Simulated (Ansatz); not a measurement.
Isomers of CuAg2 (doublet), relaxed with PBE-D4/def2-TZVP; total energies from Ansatz at CCSD(T)/def2-TZVP.

```json
{"isomer": "A", "description": "point group Cs; 1 × Ag–Ag 2.64 Å; 1 × Ag–Cu 2.46 Å", "energy (Eh)": "-1932.48212"}
{"isomer": "B", "description": "point group C2v; 2 × Ag–Cu 2.47 Å", "energy (Eh)": "-1932.48573"}
```

In the def2 sets Ag takes a core potential; there is no spin–orbit coupling. Correlated methods freeze 9 core orbitals; core or outer-core shells of Ag are correlated, in sets that lack core-valence functions.

The isomers come from a short search, and lower ones may exist.

Work out the relative energies (1 Eh = 2625.5 kJ/mol) and the Boltzmann populations at 298 K from electronic energies alone (R = 8.314 J/mol/K).

ΔE: A 9.5, B 0.0 kJ/mol. RT = 2.48 kJ/mol. Factors exp(−ΔE/RT): A 0.0217, B 1; sum 1.022. Populations: A 2.1 %, B 97.9 %. Zero-point energy, vibrational entropy and symmetry numbers are left out and can shift these; an error of 4 kJ/mol changes a ratio by a factor of 5.0. Over the other density-functional and correlated levels in def2 sets, the gap between B and A ranges from 12 to 18 kJ/mol.
